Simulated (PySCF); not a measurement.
M06 on Tc- (technetium, charge -1), [Kr] 4d6 5s2, high-spin 5D determinant. All numbers are calculated (PySCF 2.14, scalar relativity through the core potential, in def2-TZVPPD with the def2 core potential (28 electrons)).

```
cycle= 1 E= -80.7082102628154  delta_E= -0.0122  |g|= 0.0471  |ddm|= 0.859
cycle= 2 E= -80.7089068886963  delta_E= -0.000697  |g|= 0.0407  |ddm|= 0.145
cycle= 3 E= -80.7095608157441  delta_E= -0.000654  |g|= 0.00869  |ddm|= 0.0473
cycle= 4 E= -80.7096184161235  delta_E= -5.76e-05  |g|= 0.00246  |ddm|= 0.0325
cycle= 5 E= -80.7096258886078  delta_E= -7.47e-06  |g|= 0.000445  |ddm|= 0.00728
cycle= 6 E= -80.7096264140415  delta_E= -5.25e-07  |g|= 0.000199  |ddm|= 0.00239
cycle= 7 E= -80.7096264606737  delta_E= -4.66e-08  |g|= 9.47e-06  |ddm|= 0.0008
cycle= 8 E= -80.7096264608799  delta_E= -2.06e-10  |g|= 1.16e-06  |ddm|= 5.55e-05
converged SCF energy = -80.7096264608799  <S^2> = 6.0098988  2S+1 = 5.003958
```

Highest occupied orbital energy: 1.571 eV; ⟨L²⟩ = 6.10; populations by l: s 3.99, p 6.00, d 6.01, f 0.00.

Can this result be used?

With care. The run converged. Energies and moments cover only the electrons outside the core potential. At M06 the highest occupied level has a positive energy, so only the finite basis holds that electron; in a semilocal or global hybrid functional this comes from self-interaction and does not mean that the real anion is unbound.
